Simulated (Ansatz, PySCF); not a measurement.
# HfH4 in two programs

HfH4 (singlet), relaxed with PySCF 2.14.0, RKS PBE, Hf def2-SVP with ECP60, H def2-SVP; non-relativistic Hamiltonian with scalar-relativistic core potentials where named; density fitting; no spin-orbit coupling:

```xyz
5

Hf    0.0000    0.0000    0.0000
H     1.5143    0.0000    1.0693
H     0.0000    1.5143   -1.0693
H    -1.5143    0.0000    1.0693
H     0.0000   -1.5143   -1.0693
```

There the HOMO–LUMO gap is 3.98 eV. 

The same geometry by Ansatz 0.2.0 (PBE, PAW, a periodic box with 9 Å of vacuum):

| spin-orbit coupling | gap (eV) | largest force component (eV/Å) |
| --- | --- | --- |
| without | 4.00 | 0.16 |

Q: What does the run with spin-orbit coupling give?

A: gap (eV): 3.94, largest force component (eV/Å): 0.18. It took 15 s on 2 threads of Arm Neoverse V1 (shared host), peak memory 1.8 GiB.

The spin-orbit runs use fully relativistic datasets of their own, so changes of a few hundredths of an eV needn't come from the coupling.
